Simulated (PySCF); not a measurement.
ZnFI, SMILES [F][Zn][I].

Coordinates come from a B3LYP-D3(BJ)/def2-TZVP optimisation. The def2 effective core potentials stand for the cores of I; spin–orbit coupling is left out.

Method: IEF-PCM-ωB97X/def2-SVP run with PySCF.

The values are the electrostatic part of the solvation free energy, E(continuum) − E(gas) at the gas-phase geometry, in a cavity of scaled van der Waals radii (PySCF's table); cavitation and dispersion terms are not included. A continuum can't describe solvent molecules that bind to the metal. In vacuum the orbital gap is 10.43 eV. The dipole moment in vacuum is 0.98 D.

| solvent | ε | ΔG(elec) (kcal/mol) | dipole (D) | gap (eV) |
|---|---|---|---|---|
| water | 78.36 | -21.2 | 0.05 | 11.05 |
| chloroform | 4.71 | -14.6 | 0.34 | 10.82 |
| acetone | 20.49 | -19.9 | 0.03 | 11.00 |
